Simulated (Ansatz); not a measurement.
Geometry optimisation, Ansatz, RKS PBE-D4/STO-3G.

Input:

```yaml
crystal:
  periodic: [false, false, false]
  atoms:
    - { symbol: Si, position_ang: [0.0, 0.0, 0.0] }
    - { symbol: F, position_ang: [0.0, 0.0, 1.59] }
    - { symbol: Cl, position_ang: [2.0086, 0.0, -0.7093] }
    - { symbol: Cl, position_ang: [-1.0032, 1.7381, -0.7093] }
    - { symbol: H, position_ang: [-0.6877, -1.1914, -0.4862] }
basis:
  gaussian: { orbitals: STO-3G }
hamiltonian:
  xc: pbe
  dispersion: d4
relax:
  f_tol: 0.02
  max_steps: 40
```

Launched with:

```bash
$ ansatz run input.yaml --threads 1 --pin off --max-ram 2048MiB --backend cpu --events-out ev --progress --plain --runs-dir out
```

Task: Where does it end, and by what steps?

Result: It converged. Limits of this set-up: minimal basis. After 3 steps the energy has fallen by 0.044 eV; F2 moved furthest, 0.05 Å.

```json
{"step": "0", "energy less start (eV)": "0.0000", "largest force component (eV/Å)": "1.638", "accepted": "yes"}
{"step": "1", "energy less start (eV)": "-0.0338", "largest force component (eV/Å)": "0.856", "accepted": "yes"}
{"step": "2", "energy less start (eV)": "-0.0399", "largest force component (eV/Å)": "0.387", "accepted": "yes"}
{"step": "3", "energy less start (eV)": "-0.0440", "largest force component (eV/Å)": "0.018", "accepted": "yes"}
```

```xyz
5
Properties=species:S:1:pos:R:3
Si -0.003 -0.007 -0.003
F 0.016 0.027 1.628
Cl 1.990 -0.004 -0.705
Cl -0.998 1.721 -0.706
H -0.687 -1.191 -0.529
```

Whether the end is a true minimum wasn't checked by a vibrational analysis.

The run took 5.7 s on 1 thread of Arm Neoverse V1 (shared host), peak memory 0.12 GiB.
